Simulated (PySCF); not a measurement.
## Polarisability and C₆ of As⁺ (arsenic, charge +1)

[Ar] 3d10 4s2 4p2, high-spin 3P determinant. Computed with PySCF 2.14 in aug-cc-pVQZ-PP with one added diffuse shell each of s, p, d, f, g type with ECP10MDF (8s7p6d4f3g, 114 functions), with a scalar-relativistic core potential. Coupled (time-dependent) response in atomic units; α is the mean over directions.

| method | mean α (bohr³) | α xx, yy, zz | C₆ (like pair) | S(−4) |
| --- | --- | --- | --- | --- |
| M06 | 16.04 | 14.74, 16.70, 16.70 | 92.45 | 83.26 |

S(−4) is the Cauchy moment in α(ω) = α(0) + S(−4) ω² + …

Spin-orbit coupling is absent.

α(iu) at M06:

```csv
u (hartree),α(iu) (bohr³)
0,16.04
0.0500,15.84
0.100,15.26
0.200,13.38
0.300,11.21
0.500,7.567
0.750,4.797
1.00,3.266
1.50,1.809
2.00,1.172
3.00,0.6303
5.00,0.2803
```

A single London oscillator, α(iu) = α/(1 + u²/ω²), gives C₆ = (3/4) ω α². Matching the computed C₆ needs ω = 4 × 92.45 / (3 × 16.04²) = 0.479 hartree.

For an ion, C₆ is the dispersion term alone; charge-induced terms of lower order in 1/R come first.

The components differ because the open shell of this determinant is not spherical; for a pure term their mean is the scalar polarisability.

Energies and moments cover only the electrons outside the core potential.
